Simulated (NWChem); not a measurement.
# CH4N anion

```xyz
6

C     -0.0098    -0.5991     0.0000
N     -0.0859     0.8178     0.0000
H      0.4949    -1.1138    -0.8904
H     -1.0349    -1.0383     0.0000
H      0.4949    -1.1138     0.8904
H      0.8688     1.1935     0.0000
```
Atoms are numbered in this order, from 1.

Program: NWChem. Geometry: optimised at B3LYP/def2-SVPD. The gas-phase anion has a positive highest level at the geometry level, so the gas reference is doubtful. Level: M05-2X/aug-cc-pVDZ with SMD (1 M gas to 1 M solution), gas-phase geometry. Reactions with the solvent are ignored.

| solvent | dielectric constant | solvation free energy (kcal/mol) | cavity-dispersion-structure term (kcal/mol) |
|---|---|---|---|
| water | 78.4 | -78.6 | -1.0 |
| 1-propanol | 20.5 | -74.3 | 0.4 |
| ethyl acetate | 5.99 | -64.0 | 1.0 |
| n-hexane | 1.88 | -35.4 | 0.6 |
| chlorobenzene | 5.70 | -63.3 | 1.0 |
| cyclohexane | 2.02 | -37.9 | 0.9 |
